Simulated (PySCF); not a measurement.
Species: C₆H₆F₂O.
Numbering: `[F:1][CH:2]([F:3])[C:4]1=[CH:5][CH2:6][CH:7]=[CH:8][O:9]1` (hydrogens: H10 on C2; H11 on C5; H12, H13 on C6; H14 on C7; H15 on C8)

Computed with PySCF, PBE0-D3(BJ)/def2-SVP geometry optimisation, gas phase.

Task: What internal coordinates does the optimisation give?

Result: 
```
          bond  length (pm)
  F1–C2, C2–F3        134.9
         C2–C4        149.9
         C4=C5        133.4
         C5–C6        149.9
         C6–C7        150.1
         C7=C8        133.4
         C8–O9        136.3
         C4–O9        136.0
        C2–H10        110.5
        C5–H11        109.1
C6–H12, C6–H13        110.7
        C7–H14        109.2
        C8–H15        109.1
```

Bonds in one row agree within 1 pm and their mean is given. A selection of angles:
```
     angle  degrees
  F1–C2–F3    108.1
  F1–C2–C4    110.1
 F1–C2–H10    107.7
  F3–C2–C4    110.5
 F3–C2–H10    109.0
 C4–C2–H10    111.2
  C2–C4–C5    124.9
  C2–C4–O9    110.2
  C5–C4–O9    124.9
  C4–C5–C6    122.2
 C4–C5–H11    117.5
 C6–C5–H11    120.3
  C5–C6–C7    109.4
 C5–C6–H12    110.5
 C5–C6–H13    110.4
 C7–C6–H12    110.9
H12–C6–H13    104.7
  C6–C7–C8    122.5
 C6–C7–H14    119.7
 C8–C7–H14    117.8
  C7–C8–O9    124.5
 C7–C8–H15    124.3
 O9–C8–H15    111.2
  C4–O9–C8    116.4
```

Dihedral angles: F1–C2–C4–C5 -113° (anticlinal); C2–C4–C5–C6 179° (antiperiplanar); C4–C5–C6–C7 0° (synperiplanar); C5–C6–C7–C8 1° (synperiplanar); C6–C7–C8–O9 0° (synperiplanar); C7–C8–O9–C4 -1° (synperiplanar); C2–C4–O9–C8 -179° (antiperiplanar). The mirror-image conformer, all signs reversed, is as good.

The 6-membered ring C4–C5–C6–C7–C8–O9 has internal angles of 109.4° to 124.9°; it is planar, 0.00 Å rms from its mean plane, widest ring torsion 1°. Of the pairs four or more bonds apart, F3···H11 is among the closest relative to their van der Waals radii: 2.38 Å, 89 % of the sum of Bondi's values. The 5 C–C bonds span 1.334 Å (C7=C8, drawn double) to 1.501 Å (C6–C7, drawn single), a spread of 0.167 Å. O9 (cyclic ether oxygen) is bent (angle 116.4°).

Point group: C1 (no symmetry element, even within 0.4 Å). Whether it is a minimum is left open (no frequencies). The numbers are those of one conformer.

Rough CPU time on one thread of a shared machine: about 7 min. That covers the optimisation of the geometry.
